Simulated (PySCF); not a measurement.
Molfile (atoms numbered from 1):
```
C5H11FSi
     RDKit          3D

 18 17  0  0  0  0  0  0  0  0999 V2000
   -2.4047    0.7304    0.2952 C   0  0  0  0  0  0  0  0  0  0  0  0
   -2.3312   -0.5133   -0.5182 C   0  0  0  0  0  0  0  0  0  0  0  0
   -1.2346   -1.2405   -0.6762 C   0  0  0  0  0  0  0  0  0  0  0  0
   -1.3427   -2.3556   -1.4626 F   0  0  0  0  0  0  0  0  0  0  0  0
    0.5161   -1.0096    0.0184 Si  0  0  0  0  0  4  0  0  0  0  0  0
    1.3624    0.4381   -0.8844 C   0  0  0  0  0  0  0  0  0  0  0  0
    2.7674    0.7136   -0.3605 C   0  0  0  0  0  0  0  0  0  0  0  0
   -1.4532    0.9433    0.7737 H   0  0  0  0  0  0  0  0  0  0  0  0
   -2.6806    1.5742   -0.3374 H   0  0  0  0  0  0  0  0  0  0  0  0
   -3.1729    0.6294    1.0613 H   0  0  0  0  0  0  0  0  0  0  0  0
   -3.2496   -0.8211   -1.0043 H   0  0  0  0  0  0  0  0  0  0  0  0
    0.4290   -0.7350    1.4599 H   0  0  0  0  0  0  0  0  0  0  0  0
    1.2368   -2.2616   -0.2200 H   0  0  0  0  0  0  0  0  0  0  0  0
    1.4186    0.2215   -1.9531 H   0  0  0  0  0  0  0  0  0  0  0  0
    0.7636    1.3458   -0.7875 H   0  0  0  0  0  0  0  0  0  0  0  0
    2.7402    0.9546    0.6999 H   0  0  0  0  0  0  0  0  0  0  0  0
    3.4042   -0.1582   -0.4920 H   0  0  0  0  0  0  0  0  0  0  0  0
    3.2225    1.5503   -0.8886 H   0  0  0  0  0  0  0  0  0  0  0  0
  1  2  1  0
  2  3  2  0
  3  4  1  0
  3  5  1  0
  5  6  1  0
  6  7  1  0
  1  8  1  0
  1  9  1  0
  1 10  1  0
  2 11  1  0
  5 12  1  0
  5 13  1  0
  6 14  1  0
  6 15  1  0
  7 16  1  0
  7 17  1  0
  7 18  1  0
M  END
```

How the numbers were obtained: geometry from GFN2-xTB, NMR shieldings at PBE0/pcSseg-1/GIAO, in PySCF 2.14.0 with density-fitted response routines (averaged over atoms made equivalent by symmetry, fast rotation or ring inversion, one computed conformer, no solvent, relativity neglected).

Shifts are taken against calculated references (same method and geometry level): TMS for ¹³C (σref 186.93).

Do the ¹³C shifts follow the atomic charges (in e)? Tabulate both.

## Answers


```json
{"atoms": "C3", "hybridisation": "sp2", "δ (ppm)": "171.9", "σ para (ppm)": "-243", "Hirshfeld": "-0.02", "IAO": "-0.00", "Mulliken": "-0.00", "ESP-fitted": "-0.12"}
{"atoms": "C2", "hybridisation": "sp2", "δ (ppm)": "127.7", "σ para (ppm)": "-198", "Hirshfeld": "-0.06", "IAO": "-0.17", "Mulliken": "-0.24", "ESP-fitted": "-0.08"}
{"atoms": "C1", "hybridisation": "sp3", "δ (ppm)": "15.5", "σ para (ppm)": "-80", "Hirshfeld": "-0.11", "IAO": "-0.42", "Mulliken": "-0.24", "ESP-fitted": "-0.43"}
{"atoms": "C7", "hybridisation": "sp3", "δ (ppm)": "11.2", "σ para (ppm)": "-70", "Hirshfeld": "-0.12", "IAO": "-0.41", "Mulliken": "-0.29", "ESP-fitted": "-0.23"}
{"atoms": "C6", "hybridisation": "sp3", "δ (ppm)": "8.0", "σ para (ppm)": "-75", "Hirshfeld": "-0.15", "IAO": "-0.53", "Mulliken": "-0.58", "ESP-fitted": "-0.09"}
```

Correlation coefficients of δ with charge over these carbons: Hirshfeld +0.95, IAO +0.98, Mulliken +0.76, ESP-fitted +0.49; with the paramagnetic shielding -1.00. With so few points, grouped by hybridisation, these coefficients are fragile. Charge is one influence among several: hybridisation and low-lying excitations act through the paramagnetic term.

Shifts are as computed. Against solution values, carbons near 30 ppm lie about +3 ppm off and those near 130 ppm about +5 ppm. Of 1309 compounds with measured shifts, 239 miss one by over three times the rms of a fit or turn the order of signals round; such compounds aren't used in these exercises.
